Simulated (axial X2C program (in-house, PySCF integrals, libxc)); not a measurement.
**Working with the constants of SnSe**

A bond curve at the PBE0 level, 2c, was computed with an in-house all-electron X2C program for linear molecules (integrals from PySCF) (basis Sn dyall-cv3z [11s12p9d4f1g], Se dyall-cv3z [8s9p6d4f1g] (cores contracted in-house)) for the state Ω = 0 (closed shell). Its fit gives Re = 2.3253 Å, ωe = 336.9 cm⁻¹, ωexe = 0.557 cm⁻¹ and αe = 1.547e-04 cm⁻¹; the masses are 119.9022 and 79.9165 u. Two-component means X2C with spin–orbit coupling and atomic mean-field Coulomb and Gaunt terms.

Q: Find the reduced mass, Be and the force constant.

A: From the PBE0 values: μ = 47.9543 u. Be = 16.8576/(μ Re²) = 0.06501 cm⁻¹. k = 5.8918×10⁻⁷ μ ωe² = 3.21 mdyn/Å.

Q: Estimate the centrifugal constant by the Kratzer relation.

A: D = 4Be³/ωe² = 9.68e-09 cm⁻¹.

Q: A Morse curve ties αe to the other constants (Pekeris). How well does that hold?

A: αe(Morse) = 6Be²/ωe × (√(ωexe/Be) − 1) = 1.451e-04 cm⁻¹; the PBE0 curve gives 1.547e-04 cm⁻¹, a ratio of 0.94.

Q: Give B0, the J = 1←0 line in GHz and the most populated J at 300 K (kT = 208.5 cm⁻¹).

A: B0 = Be − αe/2 = 0.06494 cm⁻¹; 2B0 = 3.894 GHz; J(max) ≈ √(kT/2B0) − 1/2 = 39.6, so J = 40.

Q: Where do the fundamental and the first overtone lie?

A: ν(1←0) = ωe − 2ωexe = 335.8 cm⁻¹; ν(2←0) = 2ωe − 6ωexe = 670.5 cm⁻¹.

The state is a single determinant with fixed occupations, the lowest that a limited PBE0 search found.
